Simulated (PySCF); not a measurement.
# Working out the excitation energy of Ne⁺

Ne⁺ [He] 2s2 2p5 (2P) → Ne⁺ [He] 2s1 2p6 (2S). All numbers are calculated (PySCF 2.14, the non-relativistic Hamiltonian (point nucleus), in aug-cc-pVDZ (4s3p2d, 23 functions)). Frozen: 1s2. Energies in hartree (1 hartree = 27.21139 eV):

```csv
part,Ne⁺ (lower),Ne⁺ (upper)
UHF,-127.766882,-126.675635
CCSD correlation,-0.153547,-0.248014
(T),-0.001651,-0.005851
```

**Question.** What does Hartree-Fock give?

**Answer.** (-126.675635) − (-127.766882) = 1.091247 hartree = 29.694 eV.

**Question.** What do CCSD and CCSD(T) give?

**Answer.** The CCSD correlation energies differ by -0.094467 hartree = -2.571 eV and the triples by -0.004200 hartree = -0.114 eV, so CCSD gives 27.123 eV and CCSD(T) 27.009 eV.

Measured between the centres of the two terms (NIST): 26.878 eV, so CCSD(T) (valence) is off by 0.131 eV.

A double-zeta basis recovers only part of the correlation energy.

What remains against the reference includes basis incompleteness, the frozen core and higher excitations.
